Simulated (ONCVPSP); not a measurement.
## Transferability test, ONCV potential for Ge

| Quantity | Value |
| --- | --- |
| Element | germanium |
| Generator | ONCVPSP 4.0.1 |
| Type | optimised norm-conserving Vanderbilt (ONCV) |
| Functional | LDA (Perdew-Zunger) |
| Relativity | scalar-relativistic |
| Frozen core | [Ar] 3d10 |
| Valence charge | 4 |
| Reference configuration | 4s2 4p2 |
| Partial waves | 4s: rc 1.75 bohr, ncon 4, nbas 8, qcut 2.9 1/bohr, 3 projectors, debl 2.1 Ha; 4p: rc 1.90 bohr, ncon 3, nbas 7, qcut 5.1 1/bohr, 2 projectors, debl 3.4 Ha |
| Local potential | polynomial inside 1.50 bohr (lpopt 5, dvloc0 1 Ha) |
| Core correction | none |

Energies are relative to the spin-unpolarised reference configuration 4s2 4p2; without spin polarisation the order of configurations can differ from experiment.

| valence configuration | charge | ΔE all-electron (eV) | error AE − PS (meV) |
| --- | --- | --- | --- |
| 4s2 4p0 | +2 | 23.352 | +37 |
| 4s1 4p0 | +3 | 58.570 | +250 |
| 4s2 4p1.5 | +0.5 | 2.889 | +0.5 |

(1) What are ΔE and the potential's error for 4s2 4p1?

Levels in the configuration 4s2 4p0:

```
level  all-electron (eV)  pseudo (eV)
   4s            -29.635      -29.557
```

Answers

(1) ΔE = 7.636 eV all-electron; the error (AE − PS) is +3.8 meV.
